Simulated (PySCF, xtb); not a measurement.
C₂H₁₀O₂Si₂, SMILES CO[Si@@H](O)C[SiH3].

GFN2-xTB (xtb) at its own geometry gives an orbital gap of 5.79 eV and a dipole moment of 0.99 D.

The structure is a stationary point at B3LYP-D3(BJ)/def2-SVP. The structure was generated by enumeration; whether it is a known compound was not checked. One conformer was computed; it need not be the lowest.

Problem. What does M06-2X/def2-TZVP run with PySCF give? (Estimate from the structure and the level; the computed values follow.)

Solution. gap 10.72 eV (levels -9.61 and 1.12 eV), dipole 0.37 D.
